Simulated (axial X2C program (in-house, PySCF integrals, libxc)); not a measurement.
# CaI⁻: cheaper levels and CCSD(T), two-component

All values were computed with an axial X2C code built on PySCF integrals. Two-component (2c) means X2C with spin–orbit coupling and atomic mean-field two-electron Coulomb and Gaunt terms. Basis: I dyall-acv3z [12s13p9d5f1g], Ca dyall-acv3z [12s13p7d5f] (cores contracted in-house); Gaussian nuclei, density fitting, unrestricted open shells. Masses: I 126.904 u, Ca 39.963 u.

State: Ω = 0 (closed shell); fragments I- + Ca.

```tsv
level	Re (Å)	ωe (cm⁻¹)	De (eV)
PBE0	2.998	169.0	1.28
HF	3.109	155.7	1.04
MP2	3.081	161.6	1.20
CCSD	3.088	160.8	1.23
LDA	2.911	183.6	1.49
```

Correlated methods: 10 electrons correlated (number of frozen shells: I 4 s, 3 p, 2 d; Ca 3 s, 2 p), 362 virtual spin orbitals or spinors in MP2, 90 natural virtuals in coupled cluster.

CCSD(T), same Hamiltonian and basis:

Re = 3.084 Å, ωe = 161.8 cm⁻¹, De = 1.25 eV; T1 = 0.017 (Lee–Taylor normalisation).

Q: Give the differences from CCSD(T) in the columns below.

A: 

```json
{"level": "PBE0", "ΔRe (Å)": "-0.086", "Δωe (cm⁻¹)": "7.2", "ΔDe (eV)": "0.03"}
{"level": "HF", "ΔRe (Å)": "0.025", "Δωe (cm⁻¹)": "-6.1", "ΔDe (eV)": "-0.21"}
{"level": "MP2", "ΔRe (Å)": "-0.003", "Δωe (cm⁻¹)": "-0.2", "ΔDe (eV)": "-0.05"}
{"level": "CCSD", "ΔRe (Å)": "0.004", "Δωe (cm⁻¹)": "-1.0", "ΔDe (eV)": "-0.02"}
{"level": "LDA", "ΔRe (Å)": "-0.173", "Δωe (cm⁻¹)": "21.8", "ΔDe (eV)": "0.24"}
```

One determinant describes the state; a PBE0 search over occupations chose it and may have missed a lower one. De is counted from the lowest determinant-based energies of the atoms at the same level, without counterpoise correction. CCSD and (T) use frozen natural virtuals with an MP2 correction for the truncation; (T) itself is uncorrected, so its De runs slightly low. The outer-core s and p shells of the metal are frozen in the correlated rows, which leaves out core–valence correlation; for alkali and alkaline-earth bonds that tends to lengthen them. The highest occupied level of some functionals is positive through self-interaction error; at Hartree–Fock it is bound. With the outer-core shells frozen, correlated bond lengths of heavy atoms tend to come out a few hundredths of an ångström too long. Hartree–Fock gets electron affinities wrong, so its lowest charge split need not be the true one.
